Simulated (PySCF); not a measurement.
Isomers of FH9OSi4, one GFN2-xTB conformer each. Single-point energies are computed at PBE0/pcSseg-1 (PySCF, gas phase, no added dispersion term), electronic only.

```tsv
SMILES	GFN2-xTB relative energy (kcal/mol)
F[SiH2][SiH2][SiH2]O[SiH3]	2.1
O[SiH2][Si](F)([SiH3])[SiH3]	50.1
F[SiH2]O[SiH]([SiH3])[SiH3]	1.7
F[SiH2][Si@H]([SiH3])O[SiH3]	0.0
```

Conformers: `[F:1][SiH2:2][SiH2:3][SiH2:4][O:5][SiH3:6]` with F1–Si2–Si3–Si4 2°, Si2–Si3–Si4–O5 148°; `[OH:1][SiH2:2][Si:3]([F:4])([SiH3:5])[SiH3:6]` with H–O1–Si2–Si3 180°, O1–Si2–Si3–F4 180°; `[F:1][SiH2:2][O:3][SiH:4]([SiH3:5])[SiH3:6]` with F1–Si2–O3–Si4 -39°, Si2–O3–Si4–Si5 -64°; `[F:1][SiH2:2][Si@H:3]([SiH3:4])[O:5][SiH3:6]` with F1–Si2–Si3–Si4 -56°, Si2–Si3–O5–Si6 175°.

Problem. What does PBE0/pcSseg-1 give for the same structures?

Solution. 
| SMILES | PBE0/pcSseg-1 E (Eh) | PBE0/pcSseg-1 (kcal/mol) | GFN2-xTB (kcal/mol) | point group |
| --- | --- | --- | --- | --- |
| F[SiH2]O[SiH]([SiH3])[SiH3] | -1337.84010 | 0.0 | 1.7 | C1 |
| F[SiH2][SiH2][SiH2]O[SiH3] | -1337.82542 | 9.2 | 2.1 | C1 |
| F[SiH2][Si@H]([SiH3])O[SiH3] | -1337.82192 | 11.4 | 0.0 | C1 |
| O[SiH2][Si](F)([SiH3])[SiH3] | -1337.79543 | 28.0 | 50.1 | – |

GFN2-xTB puts F[SiH2][Si@H]([SiH3])O[SiH3] lowest instead; measured from each level's own lowest isomer, the values differ by up to 22.1 kcal/mol (O[SiH2][Si](F)([SiH3])[SiH3]: 50.1 against 28.0). As drawn, the highest has an O–H bond, which the lowest lacks. Neighbours under 2.5 kcal/mol apart (F[SiH2][SiH2][SiH2]O[SiH3] and F[SiH2][Si@H]([SiH3])O[SiH3]) can change places with a better method, another conformer or zero-point energy.

Problem. Which frontier levels, dipoles and rotational constants go with these structures?

Solution. 
| SMILES | HOMO (eV, PBE0/pcSseg-1) | LUMO (eV) | dipole (D) | A, B, C (MHz) |
| --- | --- | --- | --- | --- |
| F[SiH2]O[SiH]([SiH3])[SiH3] | -8.03 | -1.00 | 1.27 | 1492, 1013, 711.3 |
| F[SiH2][SiH2][SiH2]O[SiH3] | -8.06 | -1.06 | 1.70 | 3639, 522.4, 493.1 |
| F[SiH2][Si@H]([SiH3])O[SiH3] | -7.96 | -1.52 | 2.10 | 1721, 852.6, 603.5 |
| O[SiH2][Si](F)([SiH3])[SiH3] | -8.04 | -1.57 | 2.25 | 1318, 1085, 848.6 |
